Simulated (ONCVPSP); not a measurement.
Hardness and transferability of assorted potentials

Generated with ld1.x 7.5 (TM, RRKJ, ultrasoft, PAW), atompaw 4.2 or ONCVPSP 4.0.1. The cutoff is in Ry: for ld1.x and atompaw files where the sum of valence levels is converged to 10 mRy in a Bessel basis, for ONCV files where the hardest occupied wave has 1 mHa per electron of residual kinetic energy. The error is the largest all-electron minus pseudo excitation energy over each file’s own four to seven test configurations (ionisations up to +4, promotions, holes and added fractions of an electron), all of which were solved. The labels leave out finer settings (local radius, basis sizes, second energies), which also bear on the numbers. Spin-polarised tests are not counted. The rows are a selection from randomly drawn settings: files with unsolved tests, undetermined cutoffs or missed reference levels are left out.

A true bound ghost makes a file unfit for plane-wave use even where its test errors are small: the radial tests pick states by their node count and pass the ghost by.

| element | potential | cutoff (Ry) | largest error (meV) | bound ghosts |
| --- | --- | --- | --- | --- |
| F | ONCV, PBE, scalar-relativistic, rc 0.65/1.80/1.35 (spd), local smoothed, core correction yes, reference 2s2 2p5, qcut 9.2/8.2/6.1, projectors 3/1/3 | 198 | +2278 | s |
| Ti | ONCV, BLYP, scalar-relativistic, rc 1.60/1.45/1.20 (spd), local d, core correction yes, reference 3s2 3p6 3d2 4s2, qcut 9.6/8.7/9.2, projectors 2/3/0 | 119 | +5.2 | none |
| Ga | ONCV, PBE, scalar-relativistic, rc 1.05/1.25/1.20 (spd), local smoothed, core correction yes, reference 3s2 3p6 3d10 4s1.75 4p1.25, qcut 11.8/13.8/11.1, projectors 2/2/1 | 113 | -0.8 | none |

Problem. Fill in the row for Cs: ONCV, PBE, scalar-relativistic, rc 3.25/2.05/3.15 (spd), local smoothed, core correction yes, reference 5s2 5p6 6s0.5, qcut 4.2/4.4/3.1, projectors 2/2/3.

Solution. cutoff 25 Ry, largest error -0.5 meV, bound ghosts: s.

Problem. Fill in the row for Se: ONCV, PBE, scalar-relativistic, rc 1.55/1.40/0.90 (spd), local smoothed, core correction no, reference 3d10 4s2 4p4, qcut 4.9/5.7/17.1, projectors 2/2/2.

Solution. cutoff 247 Ry, largest error +20 meV, bound ghosts: s.
